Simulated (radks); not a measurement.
Task: All-electron atom: Rb13+ in [Ar] 3d6. Calculated with a radial shooting solver on a logarithmic mesh with Libxc functionals: Dirac Kohn-Sham, PBE, spin-unpolarised, spherical densities, finite nucleus; open shells fill j = l - 1/2 first; Fermi nuclear charge, rms radius 4.2036 fm. Some entries of the table are withheld. Estimate them.

orbital,occ.,eigenvalue (eV),r(max) (bohr),<1/r> (bohr^-1)
1s1/2,2,-15389.62,(1),37.88
2s1/2,2,-2367.549,(2),8.518
2p1/2,2,-2181.833,0.1172,8.484
2p3/2,4,-2120.889,0.1206,8.173
3s1/2,2,-619.7858,0.4403,(3)
3p1/2,2,-553.1383,0.4271,2.886
3p3/2,4,-542.6596,0.4349,2.814
3d3/2,4,-428.6974,0.3677,(4)
3d5/2,2,-426.7267,0.3699,(5)

Result: 
(1) 1s1/2 r(max) (bohr): 0.02628
(2) 2s1/2 r(max) (bohr): 0.1496
(3) 3s1/2 <1/r> (bohr^-1): 2.976
(4) 3d3/2 <1/r> (bohr^-1): 2.648
(5) 3d5/2 <1/r> (bohr^-1): 2.630
